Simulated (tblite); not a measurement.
C₆H₅FN (doublet state).
Numbering: `[CH2:1]=[CH:2][c:3]1[cH:4][c:5]([F:6])[c:7][nH:8]1` (hydrogens: H9, H10 on C1; H11 on C2; H12 on C4; H13 on N8)

Structure used (GFN2-xTB), in Å, numbered top down from 1:
```
atom  x, y, z in Å
C1    -2.2676   -0.4480   -0.0796
C2    -1.3448    0.5048    0.0675
C3     0.0686    0.2824    0.0720
C4     0.8159   -0.8919   -0.0186
C5     2.1628   -0.5157    0.0052
F6     3.1972   -1.3579   -0.0720
C7     2.2166    0.8648   -0.0578
N8     0.9650    1.3254    0.1127
H9    -3.3182   -0.2209   -0.0456
H10   -1.9989   -1.4792   -0.2265
H11   -1.6537    1.5345    0.2051
H12    0.4469   -1.8960   -0.0641
H13    0.7058    2.2982    0.0840
```

Computed values, GFN2-xTB/tblite, gas phase, harmonic and unscaled. Errors from tens to a few hundred cm⁻¹ against measured bands are possible. One conformer, not necessarily the lowest. Open shells enter through the occupations alone, without spin polarisation, and single modes of such species can be off by tens of per cent.

Harmonic wavenumbers (cm⁻¹): 110.0, 174.5, 180.6, 329.6, 381.2, 464.6, 501.5, 540.9, 561.7, 593.4, 674.4, 677.1, 771.2, 865.4, 911.1, 954.2, 992.0, 1032.7, 1123.7, 1146.7, 1194.7, 1269.4, 1326.9, 1345.9, 1400.6, 1473.6, 1526.6, 1628.9, 3043.1, 3119.4, 3148.3, 3181.2, 3468.9.

A = 5499, B = 1361, C = 1093 MHz; mass 110.041 u (most abundant isotopes); point group C1, symmetry number 1; spin multiplicity 2.

**Question.** Zero-point energy?

**Answer.** Half the sum of the wavenumbers: 20057 cm⁻¹ = 57.35 kcal/mol.

**Question.** Entropy at 273.15 K, 1 bar (ideal gas, RRHO, classical rotation)?

**Answer.** Translation 39.59, rotation 27.80, vibration 13.26, spin (R ln 2) 1.38: S = 82.0 cal/(mol K).

**Question.** And Cp and H(273.15 K) − H(0)?

**Answer.** Cp = 26.73 cal/(mol K), of which vibrations give 18.78 (their classical limit is 33 R = 65.6); H(273.15 K) − H(0) = 4.38 kcal/mol without the zero-point energy, 2.21 from vibrations.

**Question.** Blend soft modes into free rotors: weight 1/[1 + (100 cm⁻¹/ν̃)⁴] for the oscillator and the rest for a rotor with moment μB/(μ + B), μ = h/(8π²ν), B = 10⁻⁴⁴ kg m². What vibrational entropy results?

**Answer.** 13.10 cal/(mol K) in place of 13.26, which changes −T·S at 273.15 K by +0.04 kcal/mol.

**Question.** How do the functions run with temperature in this model?

**Answer.** 
| T (K) | S (cal/(mol K)) | Cp (cal/(mol K)) | H − H(0) (kcal/mol) | G − H(0) (kcal/mol) | ln q(vib) |
| --- | --- | --- | --- | --- | --- |
| 100 | 63.4 | 12.9 | 0.98 | -5.37 | 0.41 |
| 200 | 74.7 | 20.7 | 2.65 | -12.29 | 1.56 |
| 300 | 84.6 | 28.9 | 5.13 | -20.26 | 3.01 |
| 500 | 102.7 | 42.1 | 12.32 | -39.04 | 6.26 |
| 800 | 125.3 | 53.5 | 26.86 | -73.37 | 11.25 |
| 1000 | 137.7 | 58.1 | 38.04 | -99.71 | 14.37 |

q(vib) and H(0) count from the zero-point level.

**Question.** What must be added to the electronic energy to get the Gibbs energy at 273.15 K and 1 bar?

**Answer.** ZPE + [H(273.15 K) − H(0)] − T·S = 57.35 + 4.38 − 22.41 = 39.32 kcal/mol.

**Question.** Which modes carry the vibrational entropy at 273.15 K?

**Answer.** 110.0 cm⁻¹: 3.10; 174.5 cm⁻¹: 2.22; 180.6 cm⁻¹: 2.16; 329.6 cm⁻¹: 1.12; 381.2 cm⁻¹: 0.91; 464.6 cm⁻¹: 0.64 cal/(mol K); the other 27 give 3.11 together.

Hindered rotation and anharmonicity are outside this model. Other conformers, if any are populated, would add a mixing term that is left out.

The run took 0.35 s of wall time on Arm Neoverse V1, one thread, no GPU, shared host with 32 logical CPUs at a one-minute load of 12. The figure is for the frequency step alone.
